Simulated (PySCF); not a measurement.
**Strontium: highly charged ions in a basis for the neutral atom**

Sr⁹⁺ [Ar] 3d10 4s1, Sr¹⁰⁺ [Ar] 3d10. Computed with PySCF 2.14 in cc-pVDZ-X2C (6s5p3d, 36 functions), with the spin-free X2C one-electron Hamiltonian (Gaussian nucleus). No spin-orbit coupling, so a gap to NIST mixes the basis error with missing relativistic terms.

Changed run: basis of the neutral atom used for a highly charged ion. This setting is unsound on purpose.

```
species  method  sound run (hartree)  changed run (hartree)  converged
   Sr⁹⁺     UHF              not run            -3153.31726        yes
   Sr⁹⁺  M06-2X              not run            -3155.10012         no
   Sr⁹⁺     LDA              not run            -3150.59361        yes
  Sr¹⁰⁺     UHF              not run            -3146.92456        yes
  Sr¹⁰⁺  M06-2X              not run            -3148.65264        yes
  Sr¹⁰⁺     LDA              not run            -3144.11023        yes
```

Ionisation energy of Sr⁹⁺:

| method | changed run (eV) | NIST (eV) |
| --- | --- | --- |
| UHF | 173.95 | 177.3 ± 0.06 |
| LDA | 176.42 | 177.3 ± 0.06 |

The contracted functions were made for the neutral atom and can be too rigid for a highly charged ion.
